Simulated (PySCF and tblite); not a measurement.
C₆H₉NSSe, numbered as in [CH3:1][CH:2]([CH3:3])[c:4]1[cH:5][n:6][s:7][c:8]1[SeH:9].

The ensemble was built from 90 distance-geometry starts (ETKDG, UFF, GFN2-xTB) and rests on GFN2-xTB geometries. Energies: PBE0-D3(BJ)/pcSseg-1, with GFN2-xTB thermal terms (modes under about 100 cm⁻¹ blended into free rotors). Symmetry numbers and mirror images are counted. Conformers within 2.5 kcal/mol (GFN2-xTB free energy) were kept, 3 at most. GIAO shieldings: PBE0/pcSseg-1. Shifts are against TMS (¹H), TMS (¹³C), NH3 (¹⁵N), Me2Se (⁷⁷Se) at the same level. Codes: tblite and PySCF.

Torsions listed: C1–C2–C4–C5, S7–C8–Se9–H9.

```tsv
conformer	shape	symmetry	E(GFN2) kcal/mol	E(DFT) kcal/mol
1	-62°, 0°	Cs	0.00	0.00
2	119°, 1°	Cs	0.15	0.57
```

Q: How much do the weights at 298.15 K and the averaged shift of C5 depend on how the conformers are weighted?

A: 
| weighting | 1 (%) | 2 (%) | δ (ppm) | rms dipole (D) |
| --- | --- | --- | --- | --- |
| DFT energy with thermal terms, symmetry and mirror images (full scheme) | 82 | 18 | 158.5 | 2.17 |
| DFT energy with symmetry and mirror images | 72 | 28 | 158.8 | 2.17 |
| bare DFT energy | 72 | 28 | 158.8 | 2.17 |
| GFN2-xTB energy with symmetry and mirror images | 56 | 44 | 159.5 | 2.16 |
| GFN2-xTB free energy | 68 | 32 | 159.0 | 2.16 |
| leading conformer alone | 100 | 0 | 157.7 | 2.18 |
| equal weights | 50 | 50 | 159.7 | 2.15 |

The largest departure from the full scheme, 1.3 ppm, comes with: equal weights.

The minima are those of GFN2-xTB; planar forms about aryl–S or allylic bonds may be saddles in DFT. Spin–orbit effects of the heavy atoms on shieldings are missing.


¹⁵N shifts are against a computed isolated NH3 molecule, about 20 ppm from the liquid.

Conformer gaps in pcSseg-1 on xTB geometries can be 2 kcal/mol off for S=O, P=O and other polar bonds.